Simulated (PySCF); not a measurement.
C₄H₅, SMILES C=[C]C=C, multiplicity 2.

Coordinates come from a r2SCAN-D4/def2-SVP optimisation. The isomer is the one that the SMILES or the coordinates give; other isomers of the formula were not compared. The values are those of a single conformer.

Calculation: TDA-ωB97X/def2-SVPD in PySCF.

Vertical excitations. The molecule is in vacuum.

Computed lowest excited states:
| state | energy (eV) | λ (nm) | f | main pairs |
|---|---|---|---|---|
| root 1 | 3.98 | 311 | 0.000 | α HOMO→LUMO 63 %, β HOMO→LUMO 21 % |
| root 2 | 4.22 | 294 | 0.001 | α HOMO→LUMO+2 42 %, β HOMO−1→LUMO 53 % |
| root 3 | 4.33 | 286 | 0.000 | α HOMO→LUMO 20 %, β HOMO→LUMO 71 % |
| root 4 | 4.85 | 256 | 0.000 | α HOMO−1→LUMO 38 %, α HOMO−1→LUMO+1 6 %, β HOMO→LUMO+1 30 %, β HOMO→LUMO+2 12 % |
| root 5 | 5.80 | 214 | 0.002 | α HOMO→LUMO+1 74 % |
| root 6 | 6.12 | 202 | 0.608 | α HOMO→LUMO+2 51 %, β HOMO−1→LUMO 40 % |
| root 7 | 6.70 | 185 | 0.010 | α HOMO→LUMO+3 76 % |
| root 8 | 6.73 | 184 | 0.000 | β HOMO−2→LUMO 84 % |
| root 9 | 7.09 | 175 | 0.000 | α HOMO→LUMO+4 64 %, α HOMO→LUMO+5 18 % |
| root 10 | 7.21 | 172 | 0.002 | α HOMO−1→LUMO+2 14 %, β HOMO−1→LUMO+1 66 %, β HOMO−1→LUMO+2 13 % |
Unrestricted roots are not spin-pure.
